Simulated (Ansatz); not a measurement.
`[CH3][AlH][SnH2][OH]` + Br₂ → `[OH][SnH2][Br]` + `[CH3][AlH][Br]`  (formal exchange of groups at the Sn–Al bond)

Calculated with Ansatz (gas phase, PBE0-D4/def2-TZVP geometries, no zero-point term in ΔE). CCSD(T)/CBS is the MP2 limit (def2-TZVPP, def2-QZVPP) plus CCSD(T) − MP2 in def2-TZVPP, frozen cores. def2 core potentials past Kr. For Br, Sn outer-core shells are correlated without core-valence functions, which leaves a few kJ/mol of doubt a bond. Scalar relativity is left out up to krypton. Each species was taken in one conformer, which may not be the lowest.

```
               species  MP2/def2-QZVPP energy (Eh)
`[CH3][AlH][SnH2][OH]`                  -573.24073
                   Br₂                 -5146.10433
      `[OH][SnH2][Br]`                 -2863.92269
      `[CH3][AlH][Br]`                 -2855.55641
```

Problem. Work out ΔE.

Solution. ΔE = (-2863.92269) + (-2855.55641) − (-573.24073) − (-5146.10433) = -0.13404 Eh = -351.9 kJ/mol. CCSD(T)/CBS gives -337.1 kJ/mol.

Largest T1 diagnostic among the species: 0.013.

From PBE to PBE0 (25 % exact exchange), in def2-TZVPP and without D4, ΔE moves by −17.6 kJ/mol. In def2-TZVPP, CCSD(T) changes the Hartree–Fock value by +30.6 kJ/mol (the triples alone add +2.8 kJ/mol) and MP2 by +14.0 kJ/mol.
